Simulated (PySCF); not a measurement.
C4H9O2, SMILES COCC(C)[O], doublet, GFN2-xTB optimised geometry.

```
15

C      0.74    -1.20     1.30
O      0.18     0.06     1.10
C      0.70     0.72     0.00
C      0.22    -0.04    -1.33
C     -1.30     0.10    -1.46
O      0.68    -1.28    -1.32
H      0.70    -1.73     0.31
H      0.15    -1.72     2.05
H      1.80    -1.14     1.59
H      1.80     0.72     0.00
H      0.30     1.73     0.00
H      0.72     0.55    -2.13
H     -1.63    -0.43    -2.36
H     -1.80    -0.35    -0.60
H     -1.59     1.14    -1.54
```

Density from unrestricted B3LYP/def2-TZVP (PySCF 2.14.0) at that geometry.

Minimum of the electron density along straight lines between bonded atoms, close to the bond critical point (lines longer than 1.1 times the sum of covalent radii, or with two minima, are not listed):

| bond | length / Å | ρ at the minimum / e bohr⁻³ | ∇²ρ there / e bohr⁻⁵ | position (fraction from the first atom) |
|---|---|---|---|---|
| C1–O2 | 1.395 | 0.269 | -0.52 | 0.35 |
| O2–C3 | 1.382 | 0.281 | -0.60 | 0.65 |
| C3–C4 | 1.603 | 0.211 | -0.45 | 0.50 |
| C4–C5 | 1.534 | 0.250 | -0.63 | 0.51 |
| C4–O6 | 1.322 | 0.328 | -0.65 | 0.34 |
| C1–H7 | 1.126 | 0.264 | -0.88 | 0.66 |
| C1–H8 | 1.087 | 0.289 | -1.04 | 0.65 |
| C1–H9 | 1.096 | 0.282 | -0.99 | 0.64 |
| C3–H10 | 1.097 | 0.285 | -1.01 | 0.65 |
| C3–H11 | 1.090 | 0.290 | -1.05 | 0.65 |
| C4–H12 | 1.113 | 0.270 | -0.91 | 0.64 |
| C5–H13 | 1.087 | 0.281 | -0.97 | 0.64 |
| C5–H14 | 1.087 | 0.282 | -0.97 | 0.64 |
| C5–H15 | 1.087 | 0.280 | -0.96 | 0.64 |
